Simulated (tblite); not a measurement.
C2H7BGeOS2.
Structure used (GFN2-xTB), in Å, numbered top down from 1:
```xyz
14
C2H7BGeOS2 angstrom
Ge     2.3536   -0.1524   -0.1265
O      0.9810   -0.1702    0.9983
C     -0.2892    0.2222    0.6735
C     -1.1360   -0.9512    0.2007
S     -2.6167   -0.3836   -0.7052
B     -1.8819    1.1010   -1.3359
S     -0.3031    1.5267   -0.6522
H      3.3090   -0.9258    0.7128
H      2.7628    1.2631   -0.3763
H      1.9784   -0.8614   -1.3974
H     -0.7458    0.6995    1.5517
H     -1.4590   -1.5581    1.0451
H     -0.5464   -1.5705   -0.4818
H     -2.4074    1.7602   -2.1339
```

Calculated harmonic vibrations of the isolated species, GFN2-xTB (tblite), most abundant isotopes, no scaling. The method is semi-empirical: single wavenumbers can be off by several per cent or more. Modes of hydrogen on boron and germanium can be 10 to 20 % off. One conformer, not necessarily the lowest.

Harmonic wavenumbers (cm⁻¹): 49.7, 69.8, 128.0, 167.6, 217.1, 300.5, 390.1, 402.0, 445.7, 495.3, 574.3, 615.5, 656.3, 674.5, 735.5, 743.9, 765.0, 791.5, 795.7, 814.1, 900.2, 974.9, 1023.1, 1092.1, 1118.2, 1207.3, 1223.0, 1300.0, 1437.9, 1949.7, 2039.0, 2105.8, 2738.1, 2880.9, 2942.9, 3006.8.

A = 2930, B = 652.7, C = 587.5 MHz; mass 195.924 u (most abundant isotopes); point group C1, symmetry number 1.

**Question.** What is the zero-point energy?

**Answer.** ½Σν̃ = 18886 cm⁻¹ = 54.00 kcal/mol.

**Question.** Give the ideal-gas entropy at 350 K and 1 bar in the rigid-rotor, harmonic-oscillator model (classical rotation).

**Answer.** Translation 42.55, rotation 30.52, vibration 29.57: S = 102.6 cal/(mol K).

**Question.** And Cp and H(350 K) − H(0)?

**Answer.** Cp = 39.63 cal/(mol K), of which vibrations give 31.68 (their classical limit is 36 R = 71.5); H(350 K) − H(0) = 8.29 kcal/mol without the zero-point energy, 5.50 from vibrations.

**Question.** Blend soft modes into free rotors: weight 1/[1 + (100 cm⁻¹/ν̃)⁴] for the oscillator and the rest for a rotor with moment μB/(μ + B), μ = h/(8π²ν), B = 10⁻⁴⁴ kg m². What vibrational entropy results?

**Answer.** 27.16 cal/(mol K) in place of 29.57, which changes −T·S at 350 K by +0.84 kcal/mol.

**Question.** What must be added to the electronic energy to get the Gibbs energy at 350 K and 1 bar?

**Answer.** ZPE + [H(350 K) − H(0)] − T·S = 54.00 + 8.29 − 35.92 = 26.37 kcal/mol.

Hindered rotation and anharmonicity are outside this model. Other conformers, if any are populated, would add a mixing term that is left out. The structure is chiral; the term R ln 2 for an equal mix with its mirror image is left out.
